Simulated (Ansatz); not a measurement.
Reactions of `FC(Cl)(Br)Br`.

Program: Ansatz. Geometries: PBE0-D4/def2-TZVP. ΔE: electronic, gas phase. CBS: MP2 limit from def2 TZ/QZ plus the TZ coupled-cluster correction, frozen cores. This one scheme is used for every species, atoms too. Functionals use def2-TZVPP. Open shells (•) are unrestricted, without spin–orbit coupling. Spin–orbit coupling would lower the free atoms: a little for C, Cl, F; clearly for Br. Bonds to Br are less sure, by a few kJ/mol each and by 10 to 20 or more in all where they break to atoms, as the def2 sets lack core-valence functions. Scalar relativity is left out up to krypton.

| reaction | CCSD/CBS(def2) (kcal/mol) | MP2/CBS(def2) (kcal/mol) | ωB97M-V (kcal/mol) | CCSD(T)/CBS(def2) (kcal/mol) |
| --- | --- | --- | --- | --- |
| `FC(Cl)(Br)Br` + H–F → `FC(F)(Br)Br` + HCl | -4.6 | -0.5 | -7.2 | -3.6 |
| `FC(Cl)(Br)Br` + HBr → `ClC(Br)(Br)Br` + H–F | 0.2 | -5.4 | 4.3 | -0.8 |
| `FC(Cl)(Br)Br` + HCl → `FC(Cl)(Cl)Br` + HBr | 0.4 | 1.2 | -0.2 | 0.6 |
| `FC(Cl)(Br)Br` + HCl → `ClC(Cl)(Br)Br` + H–F | 1.5 | -3.2 | 4.8 | 0.6 |
| `FC(Cl)(Br)Br` + H–F → `FC(F)(Cl)Br` + HBr | -4.8 | -0.1 | -7.9 | -3.7 |
| `FC(Cl)(Br)Br` → 2 Br• + C• + Cl• + F• | 314.4 | 353.0 | 325.6 | 328.3 |
| `FC(Cl)(Br)Br` + H₂ → `FC(Br)Br` + HCl | -27.1 | -22.7 | -24.8 | -25.0 |

Largest T1 diagnostic: 0.010, for `FC(F)(Cl)Br`.
